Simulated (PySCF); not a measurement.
Ru (ruthenium, neutral) across methods

[Kr] 4d6 5s2, high-spin 5D determinant (an excited configuration). Computed with PySCF 2.14 in aug-cc-pwCVTZ-PP with ECP28MDF (8s8p7d4f3g, 122 functions), with a scalar-relativistic core potential.

```json
{"method": "M06-L", "E (hartree)": "-94.5079", "mean ε 4d β (eV)": "-6.438", "mean ε 5s α (eV)": "-5.610", "mean ε 5s β (eV)": "-4.543", "Σ⟨r²⟩ (bohr²)": "53.70", "⟨S²⟩": "6.016"}
{"method": "PBE", "E (hartree)": "-94.4618", "mean ε 4d β (eV)": "-6.255", "mean ε 5s α (eV)": "-5.644", "mean ε 5s β (eV)": "-4.630", "Σ⟨r²⟩ (bohr²)": "54.06", "⟨S²⟩": "6.011"}
{"method": "PBE0", "E (hartree)": "-94.4420", "mean ε 4d β (eV)": "-7.749", "mean ε 5s α (eV)": "-6.295", "mean ε 5s β (eV)": "-5.231", "Σ⟨r²⟩ (bohr²)": "54.10", "⟨S²⟩": "6.012"}
{"method": "BP86", "E (hartree)": "-94.5410", "mean ε 4d β (eV)": "-6.434", "mean ε 5s α (eV)": "-5.798", "mean ε 5s β (eV)": "-4.828", "Σ⟨r²⟩ (bohr²)": "53.78", "⟨S²⟩": "6.010"}
{"method": "r2SCAN", "E (hartree)": "-94.4856", "mean ε 4d β (eV)": "-6.293", "mean ε 5s α (eV)": "-5.867", "mean ε 5s β (eV)": "-4.782", "Σ⟨r²⟩ (bohr²)": "53.86", "⟨S²⟩": "6.024"}
{"method": "LDA", "E (hartree)": "-94.2544", "mean ε 4d β (eV)": "-6.146", "mean ε 5s α (eV)": "-5.873", "mean ε 5s β (eV)": "-4.909", "Σ⟨r²⟩ (bohr²)": "53.74", "⟨S²⟩": "6.009"}
{"method": "wB97M-V", "E (hartree)": "-94.3707", "mean ε 4d β (eV)": "-10.086", "mean ε 5s α (eV)": "-8.061", "mean ε 5s β (eV)": "-7.184", "Σ⟨r²⟩ (bohr²)": "54.06", "⟨S²⟩": "6.008"}
```

Task: Estimate the same row for UHF.

Result: E (hartree) = -93.79217; mean ε 4d β (eV) = -11.487; mean ε 5s α (eV) = -7.617; mean ε 5s β (eV) = -6.159; Σ⟨r²⟩ (bohr²) = 56.44; ⟨S²⟩ = 6.027.

Energies and moments cover only the electrons outside the core potential.
